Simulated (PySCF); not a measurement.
Method: PBE-D3(BJ)/def2-TZVP // B3LYP-D3(BJ)/def2-TZVP (PySCF). All species are isolated molecules in the gas phase. 

Reference species (SMILES): `C(=[SiH]/C)/[SiH3]` (neutral, multiplicity 1).

```yaml
dipole_moment: 2.32 D
LUMO: -1.94 eV
```

Changed species: `C=[Si](C)[SiH3]`.

Q: What does the change do to the dipole moment and LUMO?

A: the dipole moment falls by 0.95 D, to 1.37 D; the LUMO increases by 0.02 eV, to -1.92 eV.
